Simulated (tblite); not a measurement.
Compound: C6H11FO2Si.
Z-matrix (Å and degrees, GFN2-xTB geometry), rows numbered from 1:
```
C 
C   1  1.5184
O   2  1.4227  1  108.13
C   3  1.3367  2  116.82  1   179.34
C   4  1.3450  3  135.15  2     1.27
F   5  1.3713  4  127.17  3    -0.77
Si  5  1.8795  4   94.83  3  -176.92
O   7  1.6142  5  121.23  4  -106.57
C   8  1.3993  7  129.57  5   -93.44
C   4  1.5076  3  120.97  2  -178.67
H   1  1.0868  2  110.01  3   -59.79
H   1  1.0867  2  109.97  3    59.72
H   1  1.0863  2  109.84  3   179.98
H   2  1.0970  1  110.69  3  -119.96
H   2  1.0970  1  110.70  3   119.97
H   7  1.4607  5  115.89  4   111.61
H   9  1.0919  8  110.84  7   -52.09
H   9  1.0901  8  107.88  7  -171.86
H   9  1.0917  8  110.53  7    68.53
H  10  1.0863  4  112.46  3   -63.72
H  10  1.0862  4  112.24  3    58.16
```

Level: GFN2-xTB in tblite, geometry and Hessian alike; calculated harmonic values, unscaled, isolated species. The method is semi-empirical: single wavenumbers can be off by several per cent or more. Modes of hydrogen on silicon can be 10 to 20 % off. One conformer, not necessarily the lowest.

Harmonic wavenumbers (cm⁻¹): 36.6, 64.5, 83.8, 87.1, 101.2, 131.4, 155.5, 203.8, 219.8, 242.3, 275.4, 310.6, 356.8, 388.5, 500.2, 553.1, 568.9, 629.2, 691.3, 729.6, 759.8, 824.6, 836.2, 912.0, 1009.2, 1060.1, 1090.6, 1111.8, 1125.7, 1127.3, 1131.6, 1139.6, 1154.7, 1178.8, 1253.0, 1255.0, 1343.0, 1402.3, 1411.5, 1464.4, 1475.2, 1476.1, 1481.5, 1484.2, 1493.9, 1671.0, 2276.2, 2905.7, 2928.7, 2960.6, 2971.6, 2996.6, 3008.1, 3024.7, 3047.7, 3049.8, 3052.5.

A = 2801, B = 528.8, C = 476.3 MHz; mass 162.051 u (most abundant isotopes); point group C1, symmetry number 1.

**Question.** Zero-point energy?

**Answer.** ½Σν̃ = 35112 cm⁻¹ = 420.04 kJ/mol.

**Question.** What is S at 298.15 K and 1 bar for an ideal gas of classical rigid rotors and harmonic oscillators?

**Answer.** Translation 172.31, rotation 127.61, vibration 173.17: S = 473.1 J/(mol K).

**Question.** And Cp and H(298.15 K) − H(0)?

**Answer.** Cp = 191.79 J/(mol K), of which vibrations give 158.53 (their classical limit is 57 R = 473.9); H(298.15 K) − H(0) = 35.94 kJ/mol without the zero-point energy, 26.03 from vibrations.

**Question.** What must be added to the electronic energy to get the Gibbs energy at 298.15 K and 1 bar?

**Answer.** ZPE + [H(298.15 K) − H(0)] − T·S = 420.04 + 35.94 − 141.05 = 314.93 kJ/mol.

**Question.** How do the functions run with temperature in this model?

**Answer.** 
```json
{"T (K)": "150", "S (J/(mol K))": "366.5", "Cp (J/(mol K))": "126.2", "H − H(0) (kJ/mol)": "12.40", "G − H(0) (kJ/mol)": "-42.57", "ln q(vib)": "4.81"}
{"T (K)": "250", "S (J/(mol K))": "441.3", "Cp (J/(mol K))": "170.3", "H − H(0) (kJ/mol)": "27.23", "G − H(0) (kJ/mol)": "-83.09", "ln q(vib)": "8.61"}
{"T (K)": "400", "S (J/(mol K))": "535.7", "Cp (J/(mol K))": "235.8", "H − H(0) (kJ/mol)": "57.75", "G − H(0) (kJ/mol)": "-156.53", "ln q(vib)": "13.82"}
{"T (K)": "600", "S (J/(mol K))": "645.3", "Cp (J/(mol K))": "305.3", "H − H(0) (kJ/mol)": "112.28", "G − H(0) (kJ/mol)": "-274.90", "ln q(vib)": "20.23"}
{"T (K)": "900", "S (J/(mol K))": "782.9", "Cp (J/(mol K))": "372.3", "H − H(0) (kJ/mol)": "214.77", "G − H(0) (kJ/mol)": "-489.84", "ln q(vib)": "28.97"}
```

q(vib) and H(0) count from the zero-point level.

**Question.** Blend soft modes into free rotors: weight 1/[1 + (100 cm⁻¹/ν̃)⁴] for the oscillator and the rest for a rotor with moment μB/(μ + B), μ = h/(8π²ν), B = 10⁻⁴⁴ kg m². What vibrational entropy results?

**Answer.** 157.36 J/(mol K) in place of 173.17, which changes −T·S at 298.15 K by +4.71 kJ/mol.

**Question.** Which modes carry the vibrational entropy at 298.15 K?

**Answer.** 36.6 cm⁻¹: 22.74; 64.5 cm⁻¹: 18.05; 83.8 cm⁻¹: 15.90; 87.1 cm⁻¹: 15.58; 101.2 cm⁻¹: 14.36; 131.4 cm⁻¹: 12.24 J/(mol K); the other 51 give 74.30 together.

Hindered rotation and anharmonicity are outside this model. Other conformers, if any are populated, would add a mixing term that is left out. The structure is chiral; the term R ln 2 for an equal mix with its mirror image is left out.
